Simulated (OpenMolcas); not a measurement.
A run on Tm3+.

| Property | Result |
| --- | --- |
| Program | OpenMolcas 26.06 |
| Method | SS-RASPT2, IPEA 0.25 Eh, imaginary shift 0.1 Eh (closed shells correlated: 5s 5p) |
| Basis | ANO-RCC-VTZP [8s7p5d3f2g1h] |
| Scalar Hamiltonian | DKH2, point nucleus |
| Active space | 12 electrons in 12 orbitals (RAS2 4f; RAS3 5d, at most 1 electron) |
| State averaging | 2S+1 = 3 even, 21 roots; 2S+1 = 1 even, 28 roots (27 in the spin-orbit step); 2S+1 = 5 odd, 175 roots (102 in the spin-orbit step); 2S+1 = 3 odd, 120 roots kept (CI in the orbitals of an earlier block); 2S+1 = 1 odd, 123 roots kept (CI in the orbitals of an earlier block, 24 in the spin-orbit step) |
| Spin-orbit coupling | state interaction with AMFI integrals over the reference wave functions, term energies averaged over their components |

First CASPT2 step and the start of its output:

```
&CASPT2
Multistate=9 1 2 3 12 13 14 19 20 21
NoMult
Frozen=14 9
IPEA=0.25
Imaginary=0.1
MaxIter=60
WThr=0.0 0.3 0.05
PrWF=0.5
NoMix
```

```
--- CASPT2 ---
Orbital specifications:
      -----------------------

      Symmetry species                           1   2
                                                ag  au
      Frozen orbitals                           14   9
      Inactive orbitals                          1   3
      Active orbitals                            5   7
      Secondary orbitals                        31  34
      Deleted orbitals                           0   0
      Number of basis functions                 51  53
Type of calculation                        SS-CASPT2
      Fock operator                              state-specific
      IPEA shift                                 0.25
      Real shift                                 0.00
      Imaginary shift                            0.10
      The input orbitals will be transformed to quasi-canonical
Reference energy:      -13553.3891998369
      E2 (Non-variational):      -1.0355637652
      Shift correction:          -0.0002386536
      E2 (Variational):          -1.0358024189
      Total energy:          -13554.4250022558
      Residual norm:              0.0000009982
      Reference weight:           0.88702
      Contributions to the CASPT2 correlation energy
      Active & Virtual Only:         -0.5228744286
      One Inactive Excited:          -0.3426386644
      Two Inactive Excited:          -0.1700506723
Reference energy:      -13553.3891998369
      E2 (Non-variational):      -1.0356201608
      Shift correction:          -0.0002387797
      E2 (Variational):          -1.0358589405
      Total energy:          -13554.4250587774
      Residual norm:              0.0000009998
      Reference weight:           0.88699
      Contributions to the CASPT2 correlation energy
      Active & Virtual Only:         -0.5228998179
...
```

Over all roots the printed reference weights run from 0.62 to 0.90, and roots that are degenerate in the reference spread by up to 27000 cm-1.

Did the run give usable levels, and if not, why?

No. The equations converged, but the reference weight falls to 0.62 for at least one root against 0.90 for the best. A drop of that size marks an intruder state, so the energies of such roots and the levels built on them can't be trusted.
